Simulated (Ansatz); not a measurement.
System: Al$_{2}$H$_{4}$, charge 0, multiplicity 1. SMILES: [AlH2][AlH2]
Coordinates optimised at B3LYP-D3(BJ)/def2-TZVP (Ansatz, an electronic-structure program):
```xyz
6

Al    -0.0012    -0.0150     1.2942
Al     0.0012     0.0150    -1.2942
H      1.3472    -0.0315     2.1375
H     -1.3512    -0.0180     2.1352
H      0.0088     1.3738    -2.1207
H     -0.0047    -1.3244    -2.1520
```
Charge 0, spin multiplicity 1.

Property: atomisation energy (electronic, to ground-state atoms), in kcal/mol. Valence correlation only, unless marked. Open shells are spin-unrestricted. No spin-orbit coupling. Non-relativistic. The coupled-cluster limit lacks core correlation, which all-electron functionals hold. CBS marks a two-point X^-3 extrapolation of the correlation energy; Hartree-Fock from the larger set. [CCSD(T)-MP2]/basis is that difference in the basis named.

```tsv
level	program	atomisation energy (kcal/mol)
HF/cc-pV(T+d)Z	Ansatz	243.3
HF/def2-QZVPP	Ansatz	244.3
HF/def2-QZVPPD	Ansatz	244.4
PBE-D4/def2-TZVPD	Ansatz + dftd4	303.9
BLYP-D3(BJ)/def2-TZVPD	Ansatz + dftd3	307.0
r2SCAN/def2-TZVPD	Ansatz	313.3
B2GP-PLYP-D4/def2-TZVPD	Ansatz + dftd4	307.0
MP2/CBS(def2-TZVPP,def2-QZVPP)	Ansatz	308.6
SCS-MP2/cc-pV(T+d)Z	Ansatz	307.7
SCS-MP2/def2-TZVPP	Ansatz	308.5
CCSD/STO-3G	Ansatz	463.4
CCSD/6-31G	Ansatz	244.4
CCSD/aug-cc-pV(D+d)Z	Ansatz	294.3
CCSD/def2-SVP	Ansatz	296.2
CCSD/CBS(cc-pV(T+d)Z,cc-pV(Q+d)Z)	Ansatz	314.2
CCSD(T)/def2-SVPD	Ansatz	300.6
CCSD(T)/aug-cc-pV(T+d)Z	Ansatz	309.6
CCSD(T)/cc-pV(T+d)Z	Ansatz	307.9
CCSD(T)/def2-TZVPPD	Ansatz	309.5
RI-MP2/CBS(cc-pV(T+d)Z,cc-pV(Q+d)Z)+[CCSD(T)-MP2]/cc-pV(T+d)Z	Ansatz	316.6
CCSD(T)/CBS(cc-pV(T+d)Z,cc-pV(Q+d)Z)	Ansatz	315.8
```
